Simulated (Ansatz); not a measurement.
`O=CB([SiH3])[AsH2]` + H₂O → `O[AsH2]` + `O=CB[SiH3]` at 298.15 K and 1 bar (formal hydrolysis of the As–B bond).

Program: Ansatz. Geometries: PBE0-D4/def2-TZVP. ΔE: electronic, gas phase. CCSD(T)/CBS is the MP2 limit (def2-TZVPP, def2-QZVPP) plus CCSD(T) − MP2 in def2-TZVPP, frozen cores. This one scheme is used for every species. For As outer-core shells are correlated without core-valence functions, which leaves a few kJ/mol of doubt a bond. Scalar relativity is left out up to krypton. One conformer a species, not always the lowest.

```csv
species,CCSD(T)/CBS energy (Eh),H − E (kJ/mol),S (J/(mol·K))
`O=CB([SiH3])[AsH2]`,-2665.66144,189.6,393.2
H₂O,-76.37941,66.4,188.7
`O[AsH2]`,-2311.97217,89.1,265.7
`O=CB[SiH3]`,-430.03905,163.2,328.5
```

H − E and S are ideal-gas, rigid-rotor, harmonic terms from PBE0-D4/def2-TZVP, for one conformer and one mirror image of each species. 1 Eh = 2625.50 kJ/mol, R = 8.31446 J/(mol·K).

**Question.** By hand: ΔE, ΔH, ΔS and ΔG.

**Answer.** ΔE = (-2311.97217) + (-430.03905) − (-2665.66144) − (-76.37941) = 0.02963 Eh = 77.8 kJ/mol. Δ(H − E) = 89.1 + 163.2 − 189.6 − 66.4 = -3.7, so ΔH = 74.1 kJ/mol. ΔS = 265.7 + 328.5 − 393.2 − 188.7 = 12.3 J/(mol·K). ΔG = 74.1 − 298.15 × (12.3)/1000 = 70.4 kJ/mol.

**Question.** By hand: the equilibrium constant, and the temperature at which ΔG would vanish if ΔH and ΔS stayed fixed.

**Answer.** log₁₀ K = −ΔG/(RT ln 10) = -12.3. ΔG = 0 at ΔH/ΔS = 6024 K, far beyond where these terms or the molecules hold.

The number of gas molecules stays the same, so ΔS is small and ΔH decides. A doubt of 5 kJ/mol in ΔE shifts log₁₀ K by 0.9 here. Other conformers and mirror images would add mixing entropy, several J/(mol·K) or more a flexible species. These are equilibria of isolated gas molecules and say nothing of rates. Largest T1 diagnostic: 0.021 (customary marks: 0.02 for closed shells, 0.045 for open ones).
